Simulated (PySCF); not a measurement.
# Ti²⁺: ionisation energy

Ti²⁺ [Ar] 3d2 (3F) → Ti³⁺ [Ar] 3d1 (2D), as a difference of total energies. All numbers are calculated (PySCF 2.14, the non-relativistic Hamiltonian (point nucleus), in pcseg-2 (6s4p3d2f1g, 56 functions)). Correlated levels: valence: [Ar] frozen. The calculations carry no spin-orbit coupling.

| method | ionisation energy (eV) | difference from reference (eV) |
| --- | --- | --- |
| UHF | 26.674 | -0.818 |
| B3LYP | 28.132 | +0.640 |
| BP86 | 28.124 | +0.632 |
| MP2 (valence) | 26.785 | -0.707 |
| SCS-MP2 (valence) | 26.711 | -0.781 |

Reference: 27.492 eV (measured; NIST Atomic Spectra Database, ionization energies).

These non-relativistic numbers lack the scalar-relativistic shift.

The reference lies between the lowest fine-structure levels, while these numbers refer to the centres of the terms.

Errors of the correlated levels include the incompleteness of this basis and the frozen core.
